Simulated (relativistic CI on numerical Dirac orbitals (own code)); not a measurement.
## Mo24+: q coefficients and field-shift factors

Method of calculation: Dirac-Coulomb-Breit CI, orbitals from a KLI potential per configuration, derivatives by finite differences, unscaled Slater integrals, QED left out (own radial code, finite nucleus).

CI space (outside the closed core [Ne]): 3s²3p⁶, 3s²3p⁵3d, 3s3p⁶3d, 3p⁶3d², 3p⁵3d³. Double excitations out of closed p, d and f shells are left out; levels of such configurations are missing from the list, as are those of other unlisted configurations, and high levels can miss mixing partners.

With x = (α/α₀)² − 1 an excitation energy changes as ω = ω₀ + qx; K = 2q/ω₀ is the relative enhancement. Terms are leading LS components, so labels can repeat. The field-shift factor is F = δν/δ⟨r²⟩ for the transition from the lowest level.

Lowest level 3s²3p⁶ ¹S0.

```
        Level  ω₀ (cm⁻¹)  q (cm⁻¹)       K  F (GHz/fm²)
3s²3p⁵3d ³P°0     891826     13080  0.0293         1.46
3s²3p⁵3d ³P°1     913242     24550  0.0538         1.45
3s²3p⁵3d ³F°3     954361     17330  0.0363         1.48
3s²3p⁵3d ³P°2     955294     39190  0.0821         1.46
3s²3p⁵3d ³F°4     966011     49770   0.103         1.72
3s²3p⁵3d ¹D°2     987915     43300  0.0877         1.52
3s²3p⁵3d ³D°3    1033836     50110  0.0969         1.79
3s²3p⁵3d ³D°1    1091495    102000   0.187        0.681
3s²3p⁵3d ³F°2    1132338    198600   0.351        -1.03
3s²3p⁵3d ³D°2    1178260    231900   0.394       -0.756
3s²3p⁵3d ¹F°3    1192980    239500   0.401       -0.871
3s²3p⁵3d ¹P°1    1376895    148900   0.216        0.255
  3s3p⁶3d ³D1    1894559    248100   0.262         -202
  3s3p⁶3d ³D2    1905764    256300   0.269         -202
  3s3p⁶3d ³D3    1932131    285600   0.296         -202
  3s3p⁶3d ¹D2    2003929    281000    0.28         -205
   3p⁶3d² ³F2    3846635    501700   0.261         -405
   3p⁶3d² ³F3    3875603    534600   0.276         -405
   3p⁶3d² ³F4    3901374    555400   0.285         -404
   3p⁶3d² ³P0    3919267    512800   0.262         -405
   3p⁶3d² ¹D2    3924705    531200   0.271         -404
   3p⁶3d² ³P1    3935315    535700   0.272         -405
   3p⁶3d² ¹G4    3963853    550400   0.278         -404
```

At this charge energies of transitions that change n are usually good to better than 1 %, and those within a shell (Δn = 0) to a few per cent.
